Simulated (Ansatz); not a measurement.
Two isomers of CH7ClO2Si2: A = `CO[Si](O)([SiH3])Cl`, B = `O[SiH2]C[SiH](O)Cl`.

Program: Ansatz. Geometries: PBE0-D4/def2-TZVP. ΔE: electronic, gas phase. CCSD(T)/CBS adds triple-zeta CCSD(T) − MP2 to the extrapolated MP2 energy (def2 sets, frozen cores). DFT in def2-TZVPP. B3LYP here is the variant with VWN-RPA as its local correlation; programs differ in this. One conformer a species, not always the lowest.

A:

```xyz
13

C    -1.811   -1.117    0.002
O    -0.763   -0.699   -0.846
Si    0.230    0.571   -0.605
O     1.069    0.825   -1.975
Si    1.749    0.297    1.144
Cl   -0.966    2.207   -0.171
H    -2.322   -1.950   -0.482
H    -2.529   -0.309    0.170
H    -1.428   -1.456    0.970
H     0.582    0.922   -2.797
H     2.521    1.548    1.350
H     0.990   -0.015    2.386
H     2.680   -0.825    0.855
```

B:

```xyz
13

O     1.7944    0.2800    0.4269
Si    0.4849    1.3052    0.5260
C    -0.8140    0.5449   -0.5647
Si   -0.9146   -1.3088   -0.4274
O     0.5232   -1.9934   -0.7686
Cl   -1.5117   -1.7326    1.5053
H     2.5619    0.4774    0.9652
H     0.8761    2.6623    0.0557
H     0.0236    1.4139    1.9339
H    -0.5963    0.7920   -1.6100
H    -1.7855    0.9842   -0.3150
H    -1.9155   -1.9200   -1.3242
H     1.2735   -1.5051   -0.4031
```

Task: Which is lower in electronic energy at CCSD(T)/CBS, and by how much? (Best estimate.)

Result: Ansatz gave: B, by 109.4 kJ/mol.

Task: Give E(B) − E(A) in kJ/mol with CCSD/def2-TZVPP, r2SCAN-D4, B3LYP, MP2/def2-TZVPP, PBE-D4, PBE0-D4, CCSD(T)/def2-TZVPP. (Estimate.)

Result: Computed: CCSD/def2-TZVPP -105.8, r2SCAN-D4 -103.1, B3LYP -92.6, MP2/def2-TZVPP -120.6, PBE-D4 -91.4, PBE0-D4 -98.3, CCSD(T)/def2-TZVPP -106.6. None reverses the order clearly.

Largest T1 diagnostic: 0.012.

From PBE to PBE0 (25 % exact exchange), in def2-TZVPP and without D4, E(B) − E(A) moves by −7.3 kJ/mol. The D4 term adds −3.4 kJ/mol with B3LYP and −1.6 kJ/mol with PBE0; it sums over pairs of atoms, weighted by their polarisabilities, and B3LYP, whose exchange is more repulsive, gets the larger term.
